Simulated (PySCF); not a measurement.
**Two-component Hartree-Fock for Br⁴⁺ (bromine, charge +4)**

Start: [Ar] 3d10 4s2 4p1; 4p1/2 filled at m_j = +1/2. Calculated with PySCF 2.14 in x2c-SVPall-2c (5s6p3d, 38 functions): generalised Hartree-Fock with the X2C-1e Hamiltonian and a Gaussian nucleus; one run each with spin-orbit coupling (SO) switched off, then screened by Boettger's factors.

```
spinor shell  electrons  ε, spin-free (eV)  ε, screened SO (eV)  weight of nominal j (screened SO)  rms radius, screened SO (bohr)
       1s1/2          2           -13608.3             -13608.0                              1.000                          0.0493
       2s1/2          2            -1879.7              -1879.5                              1.000                           0.205
       2p1/2          2            -1659.6              -1692.4                              1.000                           0.180
       2p3/2          4            -1659.6              -1643.8                              1.000                           0.184
       3s1/2          2            -331.41              -331.31                              1.000                           0.588
       3p1/2          2            -259.18              -264.35                              1.000                           0.600
       3p3/2          4            -259.18              -256.55                              1.000                           0.610
       3d3/2          4            -139.84              -140.51                              0.999                           0.644
       4s1/2          2            -72.427              -72.374                              0.998                            1.63
       4p1/2          1            -58.861              -59.364                              0.992                            1.81
```

(1) Where does 3d5/2 lie, and what is the 3d spin-orbit splitting (screened SO)?

| quantity | spin-free | screened SO |
| --- | --- | --- |
| E (hartree) | -2599.82163 | -2599.95674 |
| M_J | 1/2 | 1/2 |
| ⟨J²⟩ | 1.048 | 0.782 |
| ⟨L²⟩ | 2.027 | 2.028 |
| ⟨S²⟩ | 0.759 | 0.761 |

Each row is a mean over spinors that exchange with the open shell spreads, by up to 1.053 eV (3p1/2).

Without spin-orbit coupling the j labels of p, d and f shells carry no meaning; the spin-free column gives the mean over the occupied spinors of each nl shell, and its ⟨J²⟩ belongs to a mixture of degenerate components.

## Answers

(1) At -139.25 eV, 1.265 eV above 3d3/2.
